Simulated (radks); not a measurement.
Problem. Coherent X-ray form factor from a spherical all-electron density. All-electron calculation, scalar-relativistic Kohn-Sham, PBE, spin-polarised, spherical densities, finite nucleus; Fermi nuclear charge, rms radius of each element as measured or else 0.836 A^(1/3) + 0.57 fm. Program: a radial shooting solver on a logarithmic mesh with Libxc functionals.

| sin(theta)/lambda (1/angstrom) | f0 (electrons) |
|---|---|
| 0.05 | 42.883 |
| 0.1 | 42.535 |
| 0.15 | 41.967 |
| 0.2 | 41.193 |
| 0.25 | 40.235 |
| 0.3 | 39.117 |
| 0.4 | 36.519 |
| 0.5 | 33.635 |
| 0.6 | 30.691 |
| 0.8 | 25.311 |
| 1 | 21.168 |
| 1.25 | 17.671 |
| 1.5 | 15.302 |
| 2 | 11.609 |

The species is in the configuration that NIST lists as its ground one. Which atom or ion scatters so?

Solution. The gadolinium ion Gd21+, [Kr] 4d7. Extrapolating in s^2 from the first two rows gives f0(0) = 43.0, near the electron count 43; among species with that count, the fall with angle is slower the higher Z, and the table is that of Z = 64; from so few rows the species is fixed only to a neighbour or two.
